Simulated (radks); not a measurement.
Species: Nb34+. Configuration: [He] 2s2 2p3 (the NIST ground configuration). Method: Dirac Kohn-Sham, LDA (Slater exchange, Perdew-Wang correlation), spin-unpolarised, spherical densities, point nucleus; open shells are shared between the two j in proportion to 2j + 1; computed with a radial shooting solver on a logarithmic mesh with Libxc functionals.

Normalised radial functions P(r) = r R(r) (large component), r in bohr:

```
   r/bohr * 1s1/2, o 2p3/2 (the largest magnitude, 4.67, reaches the edge; | marks zero, & curves that meet)
 0.001637 o          *
 0.001802 o          *
 0.001983 o            *
 0.002183 o             *
 0.002403 o              *
 0.002645 o               *
 0.002911 o                *
 0.003205 o                  *
 0.003528 o                   *
 0.003883 o                     *
 0.004274 o                       *
 0.004705 o                         *
 0.005179 |o                         *
 0.005656 |o                           *
 0.006225 |o                             *
 0.006853 |o                               *
 0.007543 |o                                  *
 0.008303 |o                                    *
  0.00914 | o                                     *
  0.01006 | o                                       *
  0.01107 | o                                         *
  0.01219 |  o                                           *
  0.01342 |  o                                             *
  0.01477 |   o                                             *
  0.01626 |   o                                               *
   0.0179 |    o                                               *
   0.0197 |     o                                               *
  0.02169 |      o                                               *
  0.02387 |       o                                              *
  0.02628 |        o                                             *
  0.02892 |          o                                          *
  0.03184 |           o                                       *
  0.03505 |             o                                   *
  0.03858 |               o                               *
  0.04246 |                 o                          *
  0.04674 |                   o                    *
  0.05145 |                     o               *
  0.05664 |                       o        *
  0.06234 |                         o  *
  0.06862 |                        *  o
  0.07554 |                    *       o
  0.08315 |                *            o
  0.09153 |            *                 o
   0.1007 |         *                     o
   0.1109 |      *                        o
   0.1211 |    *                         o
   0.1333 |   *                         o
   0.1467 | *                         o
   0.1615 |*                        o
   0.1778 |*                     o
   0.1957 *                   o
   0.2154 *                o
   0.2371 *            o
    0.261 *         o
   0.2873 *       o
   0.3163 *    o
   0.3482 *   o
   0.3832 * o
   0.4218 *o
   0.4643 *o
   0.5111 &
```

1s1/2: eigenvalue -21189 eV, 0 radial nodes, <r> = 0.0360 bohr, 90 % of the charge inside 0.0645 bohr. 2p3/2: eigenvalue -4453.9 eV, 0 radial nodes, <r> = 0.131 bohr, 90 % of the charge inside 0.212 bohr.
